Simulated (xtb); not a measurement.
C10H8S, SMILES c1c(-c2ccccc2)scc1. All values are semi-empirical tight-binding results from xtb (GFN2-xTB unless named), good for trends rather than for accurate numbers. Geometry: GFN2-xTB. The values are those of a single conformer.

Optimised geometry:

Bonds (Å): C1–C2 1.385, C1–C11 1.385, C1–H12 1.080, C2–C3 1.380, C2–H13 1.080, C3–C4 1.396, C3–H14 1.081, C4–C5 1.449, C4–C10 1.397, C5–C6 1.370, C5–S9 1.743, C6–C7 1.409, C6–H15 1.075, C7–C8 1.358, C7–H16 1.076, C8–S9 1.716, C8–H17 1.072, C10–C11 1.381, C10–H18 1.079, C11–H19 1.080. Angles (°): C2–C1–C11 119.5, C2–C1–H12 120.3, C11–C1–H12 120.2, C1–C2–C3 120.2, C1–C2–H13 120.1, C3–C2–H13 119.7, C2–C3–C4 120.9, C2–C3–H14 119.9, C4–C3–H14 119.2, C3–C4–C5 120.6, C3–C4–C10 118.2, C5–C4–C10 121.2, C4–C5–C6 129.2, C4–C5–S9 120.7, C6–C5–S9 110.1, C5–C6–C7 113.6, C5–C6–H15 123.8, C7–C6–H15 122.6, C6–C7–C8 112.7, C6–C7–H16 123.7, C8–C7–H16 123.7, C7–C8–S9 112.1, C7–C8–H17 128.6, S9–C8–H17 119.3, C5–S9–C8 91.6, C4–C10–C11 120.6, C4–C10–H18 120.0, C11–C10–H18 119.4, C1–C11–C10 120.5, C1–C11–H19 119.9, C10–C11–H19 119.6.
Charge 0, spin multiplicity 1.

Computed properties:
```yaml
point_group_as_xtb_finds_it: Cs
orbital_gap: 3.03 eV
zero_point_energy: 89.9 kcal/mol
G − E(el) at 298.15 K (modified RRHO): 68.0 kcal/mol
static polarisability (D4 model): 127.6 bohr³
solvation energy, GFN2-xTB/ALPB(water): -0.2 kcal/mol
solvation energy, GFN2-xTB/ALPB(acetone): -9.1 kcal/mol
```

Computed atomic charges and the Wiberg bond orders between heavy atoms:
charges (e) C1 -0.03, C2 -0.03, C3 -0.03, C4 0.01, C5 0.02, C6 -0.05, C7 -0.04, C8 -0.02, S9 -0.04, C10 -0.03, C11 -0.03, H12 0.03, H13 0.03, H14 0.04, H15 0.03, H16 0.03, H17 0.04, H18 0.03, H19 0.03. Bond orders C1–C2 1.43, C2–C3 1.46, C3–C4 1.37, C4–C5 1.11, C5–C6 1.54, C6–C7 1.29, C7–C8 1.61, C5–S9 1.14, C8–S9 1.20, C4–C10 1.36, C1–C11 1.43, C10–C11 1.46.
